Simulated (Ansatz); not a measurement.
Sn10H16⁺, a cluster cut from cubic tin, relaxed as a doublet with UKS PBE-D4/def2-SVP in Ansatz, starting from the PBE-D4/def2-SVP geometry of the neutral singlet. Force threshold 0.03 eV/Å.

In the def2 sets Sn takes a core potential; there is no spin–orbit coupling.

Start:

Cartesian coordinates in Å:
```
Sn -1.861 -0.071 2.111
Sn 0.517 2.681 -0.711
Sn -1.050 -1.379 -2.229
Sn 2.400 -1.233 0.822
Sn -2.907 -1.445 -0.114
Sn -0.531 1.299 -2.929
Sn -1.346 2.604 1.398
Sn 0.534 -1.305 2.929
Sn 2.907 1.445 0.116
Sn 1.347 -2.602 -1.402
H -3.011 -0.116 3.418
H 0.839 4.338 -1.147
H -1.701 -2.229 -3.604
H 3.881 -1.996 1.328
H -4.401 -0.714 -0.616
H -3.257 -3.090 0.318
H -2.000 2.061 -3.458
H 0.590 1.364 -4.255
H -2.823 3.381 0.916
H -0.727 3.475 2.768
H 1.178 -0.482 4.317
H 0.224 -2.948 3.399
H 3.569 2.299 1.478
H 4.088 1.512 -1.156
H 1.050 -4.264 -0.993
H 2.495 -2.586 -2.705
```

```csv
step,energy (eV),largest force component (eV/Å),SCF passes
1,-58570.3105,0.486,117
2 (rejected),-58570.2110,0.798,29
3,-58570.4209,0.056,36
4,-58570.4456,0.097,30
5,-58570.4654,0.088,29
6,-58570.4763,0.190,27
7,-58570.4914,0.123,24
8,-58570.4994,0.059,25
9,-58570.5093,0.090,29
10,-58570.5167,0.123,27
11,-58570.5352,0.188,29
12,-58570.5506,0.337,26
13,-58570.5732,0.220,27
14,-58570.5978,0.174,26
15,-58570.6070,0.191,25
16,-58570.6184,0.063,21
17,-58570.6229,0.031,21
18,-58570.6273,0.044,21
19,-58570.6303,0.056,21
20,-58570.6319,0.044,22
21,-58570.6333,0.042,23
22,-58570.6338,0.019,17
23,-58570.6343,0.024,23
```

Force components are those of the run's own axes.

End:

```xyz
26

Sn   -1.8024   -0.1337    2.0459
Sn    0.4763    2.9054   -0.6334
Sn   -0.9290   -1.1030   -2.3140
Sn    2.4492   -0.9832    0.7774
Sn   -2.7984   -1.5702   -0.1784
Sn   -0.4663    1.6127   -2.9490
Sn   -1.3887    2.5957    1.4565
Sn    0.5857   -1.3832    2.8970
Sn    2.9370    1.6709   -0.0536
Sn    1.0409   -2.7911   -0.9935
H    -2.9917   -0.3046    3.3001
H     0.7339    4.5807   -1.0010
H    -1.0706   -2.0657   -3.7634
H     3.9335   -1.8957    0.8610
H    -4.3036   -0.9898   -0.8108
H    -2.8656   -3.2808    0.0609
H    -2.0198    2.1893   -3.4494
H     0.6273    1.6203   -4.2887
H    -2.8902    3.3140    0.9903
H    -0.7828    3.3609    2.8838
H     1.2489   -0.6682    4.3273
H     0.4064   -3.0915    3.0943
H     3.7488    2.4107    1.2820
H     3.9924    1.5917   -1.4209
H     0.1558   -3.8923    0.0134
H     1.9731   -3.6994   -2.1338
```

By distances, no bond broke or formed. The bond that changes most is Sn3–Sn10, from 2.82 to 2.91 Å (atoms count from 1).

The force fell under the threshold at step 22, but the optimiser went on. No frequencies were taken in this run, so the end may be a saddle point.

Hardware: 2 threads of AMD EPYC 7R13 on a shared host and a share (18 GiB) of an NVIDIA H100 80GB HBM3. Wall time 1.9 min, peak host memory 1 GiB.
